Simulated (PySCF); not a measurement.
C2H9FSi3, SMILES F[Si@H]1C[SiH2]C[SiH2]1.

Geometry: B3LYP-D3(BJ)/def2-SVP. The structure was generated by enumeration; whether it is a known compound was not checked. Other conformers were not sampled.

Two levels are set side by side: PBE/def2-TZVP (PySCF) and PBE0/def2-TZVP (PySCF). Same geometry, gas phase. Differences are taken from unrounded values.

```tsv
quantity	PBE0	PBE	PBE minus PBE0
orbital gap (eV)	7.11	5.10	-2.00
highest occupied level (eV)	-7.74	-6.58	1.16
lowest empty level (eV)	-0.63	-1.48	-0.85
dipole moment (D)	2.22	2.12	-0.10
mean polarisability (bohr³)	99.8	103.5	3.8
```

Without exact exchange PBE keeps part of each electron's self-repulsion, which lifts occupied levels and narrows the gap. Loosely held outer electrons make PBE densities more polarisable. Differences between two approximate levels are no errors against the true value.

Rough cost on one machine, each run with all the roots and properties that it gave: PBE0 against PBE within a factor of 2.
